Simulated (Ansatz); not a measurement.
`[Cl][GeH2][I]` + H₂O → `[OH][GeH2][I]` + HCl at 400 K and 1 bar (formal hydrolysis of a Ge–Cl bond).

Program: Ansatz. Geometries: PBE0-D4/def2-TZVP. ΔE: electronic, gas phase. CCSD(T)/CBS is the MP2 limit (def2-TZVPP, def2-QZVPP) plus CCSD(T) − MP2 in def2-TZVPP, frozen cores. This one scheme is used for every species. def2 core potentials past Kr. For Ge, I outer-core shells are correlated without core-valence functions, which leaves a few kJ/mol of doubt a bond. Scalar relativity is left out up to krypton. One conformer a species, not always the lowest.

| species | CCSD(T)/CBS energy (Eh) | H − E (kJ/mol) | S (J/(mol·K)) |
| --- | --- | --- | --- |
| `[Cl][GeH2][I]` | -2834.60434 | 69.9 | 348.3 |
| H₂O | -76.37941 | 69.8 | 198.6 |
| `[OH][GeH2][I]` | -2450.58625 | 103.9 | 347.8 |
| HCl | -460.38127 | 29.6 | 195.4 |

H − E and S are ideal-gas, rigid-rotor, harmonic terms from PBE0-D4/def2-TZVP, for one conformer and one mirror image of each species. 1 Eh = 2625.50 kJ/mol, R = 8.31446 J/(mol·K).

**Question.** By hand: ΔE, ΔH, ΔS and ΔG.

**Answer.** ΔE = (-2450.58625) + (-460.38127) − (-2834.60434) − (-76.37941) = 0.01623 Eh = 42.6 kJ/mol. Δ(H − E) = 103.9 + 29.6 − 69.9 − 69.8 = -6.2, so ΔH = 36.4 kJ/mol. ΔS = 347.8 + 195.4 − 348.3 − 198.6 = -3.7 J/(mol·K). ΔG = 36.4 − 400 × (-3.7)/1000 = 37.9 kJ/mol.

**Question.** By hand: the equilibrium constant, and the temperature at which ΔG would vanish if ΔH and ΔS stayed fixed.

**Answer.** log₁₀ K = −ΔG/(RT ln 10) = -4.9. ΔH and −TΔS have one sign here, so there is no such temperature.

The number of gas molecules stays the same, so ΔS is small and ΔH decides. A doubt of 5 kJ/mol in ΔE shifts log₁₀ K by 0.7 here. Other conformers and mirror images would add mixing entropy, several J/(mol·K) or more a flexible species. These are equilibria of isolated gas molecules and say nothing of rates. Largest T1 diagnostic: 0.010 (customary marks: 0.02 for closed shells, 0.045 for open ones).

ΔS is within the doubt of such terms, so its sign, and with it that verdict, could turn.
